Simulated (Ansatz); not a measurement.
Reaction (substitution at a C–O bond): `COC(=N)O` + `[SH][SbH2]` → `C[S][SbH2]` + `N=C(O)O`

Program: Ansatz. Geometries: PBE0-D4/def2-TZVP. ΔE: electronic, gas phase. CCSD(T)/CBS adds triple-zeta CCSD(T) − MP2 to the extrapolated MP2 energy (def2 sets, frozen cores). DFT in def2-TZVPP. B3LYP here is the variant with VWN-RPA as its local correlation; programs differ in this. def2 core potentials past Kr. For Sb outer-core shells are correlated without core-valence functions, which leaves a few kJ/mol of doubt a bond. One conformer a species, not always the lowest.

`COC(=N)O`:

Cartesian coordinates in Å:
```
C -0.601 -0.555 -1.179
O -0.606 0.589 -0.351
C 0.220 0.567 0.697
N 1.029 -0.322 1.089
O 0.078 1.720 1.354
H -1.324 -0.360 -1.967
H -0.904 -1.447 -0.621
H 0.385 -0.717 -1.623
H 1.037 -1.145 0.501
H 0.686 1.670 2.100
```

`[SH][SbH2]`:

Cartesian coordinates in Å:
```
S -0.415 1.339 0.557
Sb -0.075 -0.854 -0.423
H -1.721 1.355 0.248
H 1.345 -0.406 -1.265
H 0.865 -1.434 0.883
```

`C[S][SbH2]`:

Cartesian coordinates in Å:
```
C -1.204 0.219 0.865
S -0.624 -0.451 -0.718
Sb 1.735 0.040 -0.525
H -1.019 1.290 0.942
H -0.754 -0.298 1.711
H -2.282 0.050 0.887
H 2.257 -1.503 -1.047
H 1.893 0.653 -2.114
```

`N=C(O)O`:

Z-matrix (Å, degrees):
```
C
O 1 1.331
O 1 1.340 2 108.1
N 1 1.264 2 121.7 3 180.0
H 2 0.965 1 105.8 3 180.0
H 3 0.961 1 108.8 2 180.0
H 4 1.013 1 113.5 2 -180.0
```

Task: Is it downhill or uphill in electronic energy at CCSD(T)/CBS, and by how much? (Best estimate.)

Result: Ansatz gave: Downhill: ΔE = -25.7 kJ/mol.

Task: What do these levels give: LDA (SPW92), B3LYP-D4, r2SCAN, MP2/def2-SVP, HF/def2-TZVPP, CCSD(T)/def2-TZVPP? (Estimate.)

Result: Computed: LDA (SPW92) -19.7, B3LYP-D4 -21.9, r2SCAN -23.6, MP2/def2-SVP -18.6, HF/def2-TZVPP -14.8, CCSD(T)/def2-TZVPP -21.5 kJ/mol.

Largest T1 diagnostic among the species: 0.013.

In def2-TZVPP, CCSD(T) changes the Hartree–Fock value by −6.7 kJ/mol (the triples alone add −1.0 kJ/mol) and MP2 by −13.2 kJ/mol. At CCSD(T), def2-SVP lies +13.8 kJ/mol from the extrapolated value and def2-TZVPP +4.2 kJ/mol.
